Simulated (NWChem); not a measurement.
System: SiNH3BrCl; SMILES N[SiH](Cl)Br

The following NWChem deck was run.

```
start job
memory heap 200 mb stack 900 mb global 1100 mb
geometry units angstroms noautosym nocenter noautoz
  Si     0.418807    -0.567254     0.461892
  N      1.936803    -0.955820    -0.210653
  Cl    -0.898319    -2.058703    -0.063410
  Br    -0.466446     1.358096    -0.251450
  H      0.538755    -0.455781     1.932840
  H      2.012693    -1.228712    -1.184781
  H      2.766078    -0.464653     0.106359
end
basis spherical
  * library 6-31g*
end
dft
  xc xpbe96 cpbe96
  iterations 150
end
property
  efieldgrad
end
task dft property
```

Excerpt of the output:

```
             Northwest Computational Chemistry Package (NWChem) 7.3.0
             --------------------------------------------------------

                             Geometry "geometry" -> ""
                             -------------------------

 Output coordinates in angstroms (scale by  1.889725989 to convert to a.u.)

  No.       Tag          Charge          X              Y              Z
 ---- ---------------- ---------- -------------- -------------- --------------
    1 Si                  14.0000     0.41880700    -0.56725400     0.46189200
    2 N                    7.0000     1.93680300    -0.95582000    -0.21065300
    3 Cl                  17.0000    -0.89831900    -2.05870300    -0.06341000
    4 Br                  35.0000    -0.46644600     1.35809600    -0.25145000
    5 H                    1.0000     0.53875500    -0.45578100     1.93284000
    6 H                    1.0000     2.01269300    -1.22871200    -1.18478100
    7 H                    1.0000     2.76607800    -0.46465300     0.10635900

 Effective nuclear repulsion energy (a.u.)     403.2212295727

  pbe96 is a nonlocal functional; adding pw91lda local functional.
                              NWChem Property Module
                              ----------------------

  itol2e modified to match energy
  convergence criterion.

                                 NWChem DFT Module
                                 -----------------

 Summary of "ao basis" -> "ao basis" (spherical)
 ------------------------------------------------------------------------------
       Tag                 Description            Shells   Functions and Types
 ---------------- ------------------------------  ------  ---------------------
 Si                          6-31g*                  8       18   4s3p1d
 N                           6-31g*                  6       14   3s2p1d
 Cl                          6-31g*                  8       18   4s3p1d
 Br                          6-31g*                 12       32   5s4p3d
 H                           6-31g*                  2        2   2s

  itol2e modified to match energy
  convergence criterion.

[...]

          -----------------------
          Electric field gradient
          -----------------------

 1 a.u. = 0.324123 10**(16) esu/cm**3  ( or statvolts/cm**2 ) = 0.97174 10**(22) v/m**2

 ------------------------------------------------------------
   Atom      X         Y         Z
 ------------------------------------------------------------
    1 Si   0.79143  -1.07195   0.87285
 ------------------------------------------------------------

 Electric field gradient in molecular frame (a.u.)
         XX             YY             ZZ             XY             XZ             YZ
 ------------------------------------------------------------------------------------------
       -0.061164      -0.371478       0.432643      -0.088533      -0.158542       0.070615

 Principal components (a.u.) and orientation
 of principal axis w.r.t. absolute frame                      Asymmetry parameter eta
 --------------------------------------------------------------------------------------
        0.489226      -0.395981      -0.093245                       0.618807

       -0.291176       0.239074       0.926315
        0.107938       0.970298      -0.216497
        0.950561      -0.036946       0.308333

 ------------------------------------------------------------
   Atom      X         Y         Z
 ------------------------------------------------------------
    2 N    3.66003  -1.80624  -0.39808
 ------------------------------------------------------------

 Electric field gradient in molecular frame (a.u.)
         XX             YY             ZZ             XY             XZ             YZ
 ------------------------------------------------------------------------------------------
       -0.325233       0.541223      -0.215990      -0.215183       0.002763      -0.510463

 Principal components (a.u.) and orientation
 of principal axis w.r.t. absolute frame                      Asymmetry parameter eta
 --------------------------------------------------------------------------------------
        0.830726      -0.524816      -0.305910                       0.263512

       -0.165996       0.480982       0.860873
        0.886170       0.455729      -0.083749
       -0.432606       0.748978      -0.501881

 ------------------------------------------------------------
   Atom      X         Y         Z
 ------------------------------------------------------------
    3 Cl  -1.69758  -3.89038  -0.11983
 ------------------------------------------------------------

 Electric field gradient in molecular frame (a.u.)
         XX             YY             ZZ             XY             XZ             YZ
 ------------------------------------------------------------------------------------------
       -0.145106      -0.660362       0.805468      -1.532028      -0.447417      -0.596981

 Principal components (a.u.) and orientation
 of principal axis w.r.t. absolute frame                      Asymmetry parameter eta
 --------------------------------------------------------------------------------------
       -2.144335       1.161636       0.982699                       0.083446

        0.623668       0.703236      -0.341318
        0.742357      -0.669604      -0.023160
        0.244834       0.238936       0.939663

 ------------------------------------------------------------
   Atom      X         Y         Z
 ------------------------------------------------------------
    4 Br  -0.88146   2.56643  -0.47517
 ------------------------------------------------------------

[...]
```

Level: PBE/6-31G* (spherical d). All runs use the structure optimised with PBE0/def2-SVP. NWChem prints the field gradient with the sign opposite to the second derivative of the potential.
